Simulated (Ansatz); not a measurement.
Relaxation of BCl$_{2}$FH$_{2}$O (7 atoms, charge 0, multiplicity 1), to a largest force component of 0.03 eV/Å in at most 50 steps.

Computed with RHF/6-31G* in Ansatz.

```xyz
7
Properties=species:S:1:pos:R:3:forces:R:3
B 0.079 0.379 0.010 -0.04 0.04 1.15
Cl 0.035 0.634 1.813 -0.02 0.10 -1.06
Cl 1.548 0.654 -0.878 0.03 0.00 -0.05
F -1.044 0.166 -0.602 0.03 -0.02 0.03
O 0.335 -2.146 0.601 -0.12 0.40 1.11
H -0.358 -2.758 0.389 -0.02 0.00 0.01
H 0.225 -1.924 1.540 0.14 -0.53 -1.18
```

**Question.** Where does it end, and by what steps?

**Answer.** The forces met the threshold. After 10 steps the energy has fallen by 0.134 eV; H7 moved furthest, 0.33 Å.

```tsv
step	energy less start (eV)	largest force component (eV/Å)	accepted
0	0.0000	1.179	yes
1	-0.0470	1.942	yes
2	0.0859	2.937	no
3	-0.0728	1.691	yes
4	-0.1257	0.337	yes
5	-0.1283	0.445	yes
6	-0.1318	0.214	yes
7	-0.1332	0.078	yes
8	-0.1333	0.122	yes
9	-0.1336	0.037	yes
10	-0.1336	0.028	yes
```

```xyz
7
Properties=species:S:1:pos:R:3
B 0.070 0.324 0.082
Cl -0.035 0.890 1.751
Cl 1.550 0.518 -0.839
F -1.034 0.019 -0.543
O 0.316 -2.008 0.621
H -0.404 -2.508 0.256
H 0.358 -2.230 1.543
```

Run time: 24 s on 1 thread of Arm Neoverse V2, on a shared host, peak memory 0.16 GiB.
